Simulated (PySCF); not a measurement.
Si(F)(OH)2(SiH3) (FH₅O₂Si₂), SMILES O[Si](O)(F)[SiH3]. Geometry optimised at PBE-D3(BJ)/def2-SVP. The structure was generated by enumeration, and PubChem lists no compound with its InChIKey, so it may never have been made. The values are those of a single conformer.

Method: PBE-D3(BJ)/def2-SVP (PySCF).

Harmonic wavenumbers (cm⁻¹): 102, 122, 123, 193, 207, 277, 294, 338, 464, 506, 507, 742, 777, 814, 861, 890, 896, 908, 953, 2157, 2171, 2178, 3740, 3766. Rotational constants (GHz): 3.705, 2.049, 1.998; symmetry number 1.

Task: Work out the zero-point energy and the ideal-gas rigid-rotor harmonic-oscillator thermochemistry at 298.15 K and 1 atm.

Result: ZPE = ½ Σ hcν = ½ × 23987 cm⁻¹ = 34.29 kcal/mol. H − E(el) = 40.24 kcal/mol. Entropy in cal/(mol K): translation 40.06, rotation 27.45, vibration 21.45, total 88.96. G − E(el) = 13.72 kcal/mol. Cp = 30.82 cal/(mol K). Modes under 150 cm⁻¹ make the vibrational entropy uncertain.
